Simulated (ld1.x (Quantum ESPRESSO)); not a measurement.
Before and after: ultrasoft potential for selenium (Se)

```
Element                 : Se (Z = 34)
Generator               : ld1.x (Quantum ESPRESSO) 7.5
Type                    : ultrasoft
Functional              : LDA (PZ)
Relativity              : fully relativistic
Frozen core             : [Ar] 3d10
Valence charge          : 6
Reference configuration : 4s1 4p5
Partial waves           : 4s (bound): rcut 1.30, rcutus 1.80 bohr; 4s channel at -0.95 Ry: rcut 1.30, rcutus 1.80 bohr; 4p (bound): rcut 1.45, rcutus 1.60 bohr; 4p channel at 1.15 Ry: rcut 1.45, rcutus 1.60 bohr; 4d channel at 0.1 Ry: rcut 1.30, rcutus 1.65 bohr
Local potential         : all-electron potential smoothed inside 1.30 bohr (lloc = -2)
Core correction         : a·sin(br)/r model core inside 0.85 bohr
Augmentation charge     : built from norm-conserving waves at rcut, not smoothed further
```

Open shells are filled in proportion to 2j + 1 (rel_dist='average').

All-electron outer shells of the reference configuration (LDA (PZ), scalar-relativistic, ld1.x):

```tsv
shell	level (eV)	outermost node (bohr)	outermost maximum (bohr)
3p	-154.30	0.21	0.50
3d	-54.96	–	0.45
4s	-18.32	0.70	1.49
4p	-7.27	0.74	1.77
```

Change: wave 4d channel at 0.1 Ry: rcut 1.30, rcutus 1.65 bohr becomes 4d channel at 0.1 Ry: rcut 1.02, rcutus 1.08 bohr.

Cutoffs: the cutoffs (Ry, on a coarse ladder) from which the occupation-weighted sum of valence levels, in a spherical-Bessel basis at the reference potential, stays within 10 and 1 mRy of its value at 400 Ry; they do not see the model core or the augmentation charge, which bear on the density cutoff. Errors are all-electron minus pseudo energies relative to the spin-unpolarised reference configuration.

Task: What does the change do?

Result: The potential gets neither clearly harder nor softer (10 Ry and 21 Ry → 10 Ry and 21 Ry); a bound ghost appears in d, which as a rule spoils a file; the errors of the 7 common tests hardly move; the range in which the d3/2 phases agree widens (upper end 1.2 → at the end of the scan); the range in which the d5/2 phases agree widens (upper end 1.1 → at the end of the scan).

```csv
quantity,base,changed
"cutoff, loose",10 Ry,10 Ry
"cutoff, tight",21 Ry,21 Ry
bound ghosts,none,"d5/2, d3/2"
"error for 4s2 4p4, meV [ΔE -10.93 eV]",-5.7,-5.7
"error for 4s2 4p3, meV [ΔE 0.08 eV]",-2.5,-2.5
"error for 4s2 4p2, meV [ΔE 20.65 eV]",-4.6,-4.6
"error for 4s1 4p4, meV [ΔE 11.66 eV]",-1.8,-1.8
"error for 4s0 4p6, meV [ΔE 11.15 eV]",-5.9,-5.9
"error for 4s2 4p3.5, meV [ΔE -6.54 eV]",-4.0,-4.0
"error for 4s2 4p1, meV [ΔE 51.81 eV]",-28,-28
s: phases at 1.95 bohr within 0.05 rad from the reference energy up to (Ry; the scan ends near 5),to the end of the scan,to the end of the scan
p1/2: phases at 1.95 bohr within 0.05 rad from the reference energy up to (Ry; the scan ends near 5),to the end of the scan,to the end of the scan
p3/2: phases at 1.95 bohr within 0.05 rad from the reference energy up to (Ry; the scan ends near 5),to the end of the scan,to the end of the scan
d3/2: phases at 1.95 bohr within 0.05 rad from the reference energy up to (Ry; the scan ends near 5),1.2,to the end of the scan
d5/2: phases at 1.95 bohr within 0.05 rad from the reference energy up to (Ry; the scan ends near 5),1.1,to the end of the scan
lowest overlap eigenvalue by channel,"s 0.36, p1/2 0.44, p3/2 0.41, d3/2 1.00, d5/2 1.00","s 0.36, p1/2 0.44, p3/2 0.41, d3/2 0.55, d5/2 0.59"
```

 A true bound ghost makes a file unfit for plane-wave use even where its test errors are small: the radial tests pick states by their node count and pass the ghost by.
